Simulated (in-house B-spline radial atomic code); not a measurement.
Ni³⁺ is squeezed into an impenetrable sphere of radius R (the orbitals vanish at R). Level of theory: scalar-relativistic (X2C) Hartree-Fock, spin-polarised, averaged over the determinants with the given up and down occupations, Fermi nucleus of rms radius 3.7757 fm; calculated with a B-spline radial code for spherical atoms.

Energies in eV above the free ion in [Ar] 3d7:

| R (bohr) | highest level (eV) | [Ar] 3d7 | [Ne] 3s2 3p5 3d8 |
| --- | --- | --- | --- |
| 8.42 | -55.1 | 0 | 68.66 |
| 5.68 | -55.1 | 0.0001664 | 68.66 |
| 5.21 | -55.1 | 0.0008056 | 68.66 |
| 4.53 | -55.1 | 0.007947 | 68.67 |
| 3.4 | -54.8 | 0.3124 | 69.02 |
| 3.27 | -54.7 | 0.4713 | 69.2 |
| 2.45 | -51.6 | 6.281 | 75.67 |
| 2.34 | -50.4 | 8.966 | 78.61 |
| 1.82 | -37.2 | 52.55 | 124.9 |
| 1.55 | -18.2 | 142.4 | 217.7 |

Q: Does [Ne] 3s2 3p5 3d8 fall below [Ar] 3d7 under compression?

A: No, it stays above over the whole range.
